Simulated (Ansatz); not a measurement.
Input file for `BC[SiH2]S[SiH3]`:

```yaml
crystal:
  periodic: [false, false, false]
  atoms:
    - {symbol: B, position_ang: [-1.340331, -0.520246, 1.054949]}
    - {symbol: C, position_ang: [0.111029, -0.442725, 1.600497]}
    - {symbol: Si, position_ang: [1.080796, -0.986296, 0.090038]}
    - {symbol: S, position_ang: [-0.166293, -0.741168, -1.650621]}
    - {symbol: Si, position_ang: [-0.096376, 1.395415, -1.759432]}
    - {symbol: H, position_ang: [-1.923393, 0.466569, 0.708906]}
    - {symbol: H, position_ang: [-1.911575, -1.570967, 1.001318]}
    - {symbol: H, position_ang: [0.335598, -1.175375, 2.380706]}
    - {symbol: H, position_ang: [0.440338, 0.552231, 1.903734]}
    - {symbol: H, position_ang: [2.345869, -0.224540, -0.078435]}
    - {symbol: H, position_ang: [1.363914, -2.441116, 0.132272]}
    - {symbol: H, position_ang: [-1.432504, 1.879443, -2.180027]}
    - {symbol: H, position_ang: [0.254186, 1.954320, -0.428656]}
    - {symbol: H, position_ang: [0.925542, 1.825253, -2.746250]}
basis:
  gaussian: {orbitals: def2-TZVPP}
correlation: {method: ccsd_t}
```

```sh
$ ansatz run in.yaml --threads 4 --pin off --events-out ev --progress --plain --max-ram 10444MiB
```

The program prints (abridged):

```
Functional definition: HF
1779 factors; integrals over basis functions are off by at most 9.5e-4 eV
mean field evaluation 1: about -28385.4776 eV, gradient 3.1e1 eV
mean field evaluation 2: about -28385.8104 eV, gradient 3.2e1 eV
mean field evaluation 4: about -28389.2213 eV, gradient 3.7e0 eV
mean field evaluation 8: about -28389.2823 eV, gradient 2.4e-1 eV
mean field -28389.28258121 eV, -1043.2868919127 hartree, gradient 2.7e-6 eV, S^2 0.000000; 0 other end points of the search recorded, 0 dependent functions left out
17 core orbitals not correlated: weight in the atoms' cores, before any rotation towards them, 1.000 or more for the frozen orbitals, at most 0.000 for the correlated occupied ones
reference -28389.28258121 eV, -1043.2868919127 hartree; 15, 15 occupied and 282, 282 virtual orbitals, 1779 factors
second order -19.37828852 eV of doubles, -0.00000000 eV of singles
cycle   1  -20.73700533 eV  change    -1.4e0 eV  update   1.0e-1
cycle   2  -21.34883564 eV  change   -6.1e-1 eV  update   3.1e-2
cycle   3  -21.43221239 eV  change   -8.3e-2 eV  update   1.3e-2
cycle   4  -21.42413589 eV  change    8.1e-3 eV  update   3.5e-3
cycle   5  -21.42237766 eV  change    1.8e-3 eV  update   1.4e-3
cycle   6  -21.42225051 eV  change    1.3e-4 eV  update   4.5e-4
cycle   7  -21.42213672 eV  change    1.1e-4 eV  update   1.5e-4
cycle   8  -21.42217304 eV  change   -3.6e-5 eV  update   5.5e-5
cycle   9  -21.42218887 eV  change   -1.6e-5 eV  update   2.0e-5
perturbative correction -0.88342380 eV, -0.0324652260 hartree
Total energy: -28411.58819389 eV, -1044.1066080592 hartree
```

Hardware: 4 threads of an Arm Neoverse V1 on a shared host. Wall time 17 min, peak host memory 4.1 GiB.

The correlation energy is -22.306 eV, 4.0 % of it from (T); the T1 diagnostic reads 0.0116.
